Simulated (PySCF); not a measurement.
Ru(O)3(OH)2 (H2O5Ru), SMILES [O]=[Ru]([OH])([OH])(=[O])=[O], multiplicity 1.

Geometry optimised at B3LYP-D3(BJ)/def2-SVP. The spin state was assumed, not searched. The def2 effective core potentials stand for the cores of Ru; spin–orbit coupling is left out. One conformer was computed; it need not be the lowest.

Method: TDA-PBE/def2-SVPD (PySCF).

Vertical excitations. Gas-phase values at a fixed geometry. State labels are in the subgroup Cs.

**Question.** List the lowest excited states. (The exact figures need the calculation; the answer reports its results.)

**Answer.** 
```json
[
 {"state": "S1", "symmetry": "A\"", "energy (eV)": "1.95", "λ (nm)": "637", "f": "0.000", "main pairs": "HOMO→LUMO 99 %"},
 {"state": "S2", "symmetry": "A'", "energy (eV)": "2.14", "λ (nm)": "578", "f": "0.000", "main pairs": "HOMO−2→LUMO 94 %"},
 {"state": "S3", "symmetry": "A\"", "energy (eV)": "2.50", "λ (nm)": "497", "f": "0.000", "main pairs": "HOMO−3→LUMO 97 %"},
 {"state": "S4", "symmetry": "A'", "energy (eV)": "2.53", "λ (nm)": "491", "f": "0.004", "main pairs": "HOMO−1→LUMO 71 %, HOMO−5→LUMO 17 %"},
 {"state": "S5", "symmetry": "A'", "energy (eV)": "2.68", "λ (nm)": "463", "f": "0.000", "main pairs": "HOMO−2→LUMO+1 54 %, HOMO−1→LUMO+1 44 %"},
 {"state": "S6", "symmetry": "A\"", "energy (eV)": "2.82", "λ (nm)": "440", "f": "0.003", "main pairs": "HOMO−3→LUMO+1 73 %, HOMO→LUMO+1 20 %"},
 {"state": "S7", "symmetry": "A\"", "energy (eV)": "2.89", "λ (nm)": "429", "f": "0.012", "main pairs": "HOMO→LUMO+1 56 %, HOMO−3→LUMO+1 25 %"},
 {"state": "S8", "symmetry": "A\"", "energy (eV)": "3.03", "λ (nm)": "409", "f": "0.008", "main pairs": "HOMO−4→LUMO 90 %"},
 {"state": "S9", "symmetry": "A'", "energy (eV)": "3.26", "λ (nm)": "380", "f": "0.003", "main pairs": "HOMO−2→LUMO+1 33 %, HOMO−1→LUMO+1 30 %, HOMO−5→LUMO+1 30 %"},
 {"state": "S10", "symmetry": "A\"", "energy (eV)": "3.34", "λ (nm)": "371", "f": "0.000", "main pairs": "HOMO−6→LUMO 98 %"},
 {"state": "T1", "symmetry": "A'", "energy (eV)": "1.41", "λ (nm)": "878", "f": "0", "main pairs": "HOMO−1→LUMO 90 %"},
 {"state": "T2", "symmetry": "A\"", "energy (eV)": "1.70", "λ (nm)": "728", "f": "0", "main pairs": "HOMO→LUMO 98 %"},
 {"state": "T3", "symmetry": "A\"", "energy (eV)": "1.99", "λ (nm)": "624", "f": "0", "main pairs": "HOMO−3→LUMO 93 %"},
 {"state": "T4", "symmetry": "A'", "energy (eV)": "2.02", "λ (nm)": "613", "f": "0", "main pairs": "HOMO−1→LUMO+1 71 %, HOMO−2→LUMO+1 25 %"}
]
```
Triplets are in the Tamm–Dancoff approximation.
